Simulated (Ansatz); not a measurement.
Ansatz (an electronic-structure program) input (r2SCANh/def2-TZVPD):

Ansatz 0.2 input:
```yaml
crystal:
  periodic: [false, false, false]
  atoms:
    - {symbol: C, position_ang: [-2.21082467, 0.52521925, -0.10050020]}
    - {symbol: Si, position_ang: [-0.79333681, -0.71996169, -0.65220939]}
    - {symbol: B, position_ang: [0.86418142, 0.09598567, 0.18568131]}
    - {symbol: O, position_ang: [1.22275272, 1.44173650, 0.13906552]}
    - {symbol: O, position_ang: [1.88207688, -0.69880833, 0.74748533]}
    - {symbol: H, position_ang: [-2.26350495, 0.70740466, 0.97724021]}
    - {symbol: H, position_ang: [-3.19223461, 0.16810268, -0.43039464]}
    - {symbol: H, position_ang: [-2.04030388, 1.48985739, -0.59000808]}
    - {symbol: H, position_ang: [-0.95713675, -1.80744564, 0.43296751]}
    - {symbol: H, position_ang: [2.10804534, 1.54894683, 0.51438631]}
    - {symbol: H, position_ang: [1.55725454, -1.60207149, 0.80892804]}
basis:
  gaussian:
    orbitals: def2-TZVPD
hamiltonian:
  xc: {name: r2SCANh}
total_charge: -1
output: {forces: true}
```

End of the output:

```
the calculation of the forces begins
reference -13784.10432166 eV, -506.5564906195 hartree; 24, 24 occupied and 227, 227 virtual orbitals, 1288 factors
Total energy: -13784.10432166 eV, -506.5564906195 hartree
Atom 0 at    -2.210825     0.525219    -0.100500 Å, force     0.041537    -0.064536    -0.075981 eV/Å
Atom 1 at    -0.793337    -0.719962    -0.652209 Å, force    -0.061044     0.128397     0.163610 eV/Å
Atom 2 at     0.864181     0.095986     0.185681 Å, force     0.076776    -0.048151    -0.013780 eV/Å
Atom 3 at     1.222753     1.441736     0.139066 Å, force     0.071489    -0.048679     0.048807 eV/Å
Atom 4 at     1.882077    -0.698808     0.747485 Å, force    -0.089789    -0.016280    -0.018416 eV/Å
Atom 5 at    -2.263505     0.707405     0.977240 Å, force     0.017151    -0.016524    -0.022940 eV/Å
Atom 6 at    -3.192235     0.168103    -0.430395 Å, force     0.039134     0.020609     0.006763 eV/Å
Atom 7 at    -2.040304     1.489857    -0.590008 Å, force    -0.007643    -0.029939     0.011179 eV/Å
Atom 8 at    -0.957137    -1.807446     0.432968 Å, force     0.015101     0.014111    -0.030177 eV/Å
Atom 9 at     2.108045     1.548947     0.514386 Å, force    -0.122442    -0.046300    -0.042643 eV/Å
Atom 10 at     1.557255    -1.602071     0.808928 Å, force     0.019729     0.107293    -0.026423 eV/Å
Dipole moment:     0.532938     0.387385     0.635526 e Å
```

It need not be the lowest isomer of its formula. Whether it binds its extra electron was not tested at this geometry.
